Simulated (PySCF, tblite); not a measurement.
Isomers of C2H5F3OSi, one GFN2-xTB conformer each. Single-point energies are computed at PBE0/pcSseg-1 (PySCF, gas phase, no added dispersion term), electronic only.

Question: Rank them by PBE0/pcSseg-1 energy, lowest first (kJ/mol).
A. `[CH3:1][CH2:2][O:3][Si:4]([F:5])([F:6])[F:7]` with C1–C2–O3–Si4 180°
B. `[CH3:1][O:2][Si:3]([F:4])([F:5])[CH2:6][F:7]` with C1–O2–Si3–F4 -173°, O2–Si3–C6–F7 22°
C. `[CH3:1][O:2][SiH2:3][C:4]([F:5])([F:6])[F:7]` with C1–O2–Si3–C4 180°
D. `[F:1][C:2]([F:3])([F:4])[CH2:5][O:6][SiH3:7]` with C2–C5–O6–Si7 180°

Answer: A (0.0), B (215.3), D (538.4), C (549.3).

As drawn, the lowest has an Si–F bond, which the highest lacks; the highest has two fluorines on one carbon and an Si–C bond, which the lowest lacks. GFN2-xTB itself gives, in the same order: 0.0, 208.7, 453.8, 476.9. Both levels put the same isomer lowest; measured from each level's own lowest isomer, the values differ by up to 84.6 kJ/mol (FC(F)(F)CO[SiH3]: 453.8 against 538.4).

Q: Which frontier levels, dipoles and rotational constants go with these structures?

A: 
| SMILES | HOMO (eV, PBE0/pcSseg-1) | LUMO (eV) | dipole (D) | A, B, C (MHz) |
| --- | --- | --- | --- | --- |
| CCO[Si](F)(F)F | -9.40 | 0.79 | 3.28 | 3711, 1249, 1215 |
| CO[Si](F)(F)CF | -8.91 | 0.44 | 1.82 | 2219, 1918, 1394 |
| FC(F)(F)CO[SiH3] | -8.74 | -0.08 | 2.95 | 5070, 1018, 1012 |
| CO[SiH2]C(F)(F)F | -8.80 | -0.03 | 4.04 | 4145, 1243, 1171 |

Q: What happens when harmonic zero-point energies from GFN2-xTB frequencies are added?

A: 
```json
{"SMILES": "CCO[Si](F)(F)F", "ZPE (kJ/mol)": "205.0", "electronic (kJ/mol)": "0.0", "with ZPE (kJ/mol)": "0.0"}
{"SMILES": "CO[Si](F)(F)CF", "ZPE (kJ/mol)": "200.4", "electronic (kJ/mol)": "215.3", "with ZPE (kJ/mol)": "210.6"}
{"SMILES": "FC(F)(F)CO[SiH3]", "ZPE (kJ/mol)": "180.7", "electronic (kJ/mol)": "538.4", "with ZPE (kJ/mol)": "514.0"}
{"SMILES": "CO[SiH2]C(F)(F)F", "ZPE (kJ/mol)": "185.5", "electronic (kJ/mol)": "549.3", "with ZPE (kJ/mol)": "529.8"}
```

The zero-point energies span 24.3 kJ/mol. The order is unchanged.
